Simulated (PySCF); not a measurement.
C2H8O2Si. Atoms are numbered in the order given.

```xyz
13

Si    -0.0773    -0.6768     0.4606
O      1.5034    -0.4975     0.0203
C      2.1354     0.7578    -0.0990
O     -1.0171     0.1812    -0.6058
C     -2.3119     0.6670    -0.3546
H     -0.3334    -0.1251     1.8290
H     -0.3527    -2.1342     0.4139
H      3.1735     0.5988    -0.4286
H      1.6240     1.3961    -0.8402
H      2.1581     1.2947     0.8679
H     -2.4028     1.1007     0.6594
H     -2.5458     1.4558    -1.0868
H     -3.0711    -0.1297    -0.4568
```

Geometry: ωB97X-D3(BJ)/def2-SVP. The values are those of a single conformer.

The numbers are results of B3LYP/def2-TZVP (PySCF), not measurements.

Atomic charges (e):

```csv
atom,IAO,Löwdin
Si1,1.24,0.10
O2,-0.65,0.05
C3,-0.19,-0.36
O4,-0.66,0.05
C5,-0.18,-0.37
H6,-0.20,-0.06
H7,-0.17,-0.05
H8,0.15,0.11
H9,0.13,0.11
H10,0.12,0.10
H11,0.12,0.10
H12,0.15,0.11
H13,0.13,0.10
```

### Question
Give the Mayer and Wiberg (Löwdin basis) orders of the bonds. (Estimate from the structure and the level; the computed values follow.)

### Answer

```
bond    Mayer  Wiberg
------  -----  ------
Si1–O2   1.18    1.57
O2–C3    0.94    1.52
Si1–O4   1.13    1.54
O4–C5    0.95    1.54
Si1–H6   0.92    0.92
Si1–H7   0.94    0.94
C3–H8    0.97    0.94
C3–H9    0.97    0.94
C3–H10   0.97    0.94
C5–H11   0.97    0.94
C5–H12   0.97    0.94
C5–H13   0.97    0.94
```
